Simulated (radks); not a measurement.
Values are calculated unless marked as measured or tabulated.
Orbital eigenvalues (eV) of the iridium ion Ir+, [Xe] 4f14 5d7 6s1, at several levels of relativity; Dirac values are averaged over j with weights 2j + 1. Spin-unpolarised spherical Kohn-Sham, PBE, point nucleus unless stated (finite: rms radius 5.4032 fm), a radial shooting solver on a logarithmic mesh with Libxc functionals. A level marked "c x" has the speed of light scaled by that factor and shares open shells by 2j + 1; other Dirac levels either fill j = l - 1/2 first or share by 2j + 1.

| shell | non-rel. | scalar-rel. | Dirac, low j first | Dirac, c x 0.75 | change of magnitude, last against first (%) |
|---|---|---|---|---|---|
| 3s | -2673.8 | -3123.5 | -3115.7 | -3633.4 | +35.89 |
| 3p | -2460.1 | -2612.0 | -2627.2 | -2804.6 | +14.00 |
| 3d | -2061.7 | -2049.4 | -2044.1 | -2022.4 | -1.91 |
| 4s | -561.05 | -672.89 | -670.93 | -803.32 | +43.18 |
| 4p | -470.01 | -505.15 | -508.93 | -552.19 | +17.48 |
| 4d | -303.21 | -299.28 | -298.23 | -293.34 | -3.25 |
| 5s | -86.708 | -106.30 | -105.79 | -130.46 | +50.46 |
| 4f | -81.846 | -70.486 | -69.944 | -60.733 | -25.80 |
| 5p | -58.799 | -63.046 | -63.600 | -69.974 | +19.01 |
| 5d | -16.557 | -15.324 | -15.182 | -14.391 | -13.08 |
| 6s | -11.555 | -13.567 | -13.512 | -16.330 | +41.32 |
| 6p (empty) | -7.0079 | -7.2077 | -7.2543 | -7.6963 | +9.82 |
